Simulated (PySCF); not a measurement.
**Nuclear quadrupole coupling in `FC[C@@H]1C[C@@H](F)O1`**

Compound: C4H6F2O.
Z-matrix (Å and degrees, GFN2-xTB geometry), rows numbered from 1:
```
F 
C   1  1.3702
C   2  1.5227  1  109.60
C   3  1.5373  2  116.95  1   -76.13
C   4  1.5277  3   84.08  2  -117.16
F   5  1.3672  4  113.08  3  -112.19
O   5  1.4002  4   92.49  3     2.51
H   2  1.0942  1  107.72  3   120.12
H   2  1.0947  1  107.43  3  -121.29
H   3  1.0952  2  109.83  1    57.18
H   4  1.0857  3  115.49  2   129.11
H   4  1.0857  3  115.26  2    -1.95
H   5  1.0968  4  119.67  3   121.65
```

Field gradients from the PBE0/pcSseg-1 density (PySCF, non-relativistic), principal values in atomic units, ordered |Vxx| ≤ |Vyy| ≤ |Vzz|:

| atom | Vxx | Vyy | Vzz |
| --- | --- | --- | --- |
| O7 | 0.0149 | 1.7451 | -1.7600 |

Find the asymmetry η = (Vxx − Vyy)/Vzz and the couplings χ = eQV/h (234.96 MHz × Q in barn × V in au), with Q(17O) = −0.0256 b.

```
atom          environment  nucleus     η  χzz (MHz)  χxx (MHz)  χyy (MHz)
  O7  cyclic ether oxygen      17O  0.98      10.59      -0.09     -10.50
```

At O7 η is above 0.9: Vyy and Vzz are nearly equal in size and opposite in sign, so a small change could swap them and flip the sign of χzz. The tensor is traceless: Vxx + Vyy + Vzz = 0.

What is Vzz at O7 in SI units (1 au = 9.71736 × 10²¹ V/m²)?

-1.7600 au = -17.103 × 10²¹ V/m².

And the gradient at the other heavy atoms, for which no coupling is worked out here?

```tsv
atom	environment	Vzz (au)	η
F1	alkyl fluorine	3.089	0.05
C2	sp3 C–F carbon	0.528	0.18
C3	sp3 carbon bound to oxygen	0.376	0.26
C4	four-membered-ring carbon	-0.085	0.80
C5	sp3 C–F carbon	-0.433	0.90
F6	alkyl fluorine	2.877	0.11
```

Were the hydrogens deuterons (Q(2H) = 0.00286 b), χzz would run from 188 kHz (H13) to 211 kHz (H12 and H11).

Isolated species at its GFN2-xTB geometry (one conformer only). GFN2-xTB bond lengths can be off by several hundredths of an ångström, more for odd bonds, and the gradients follow them. With a basis this small, the couplings can be 20 % off.
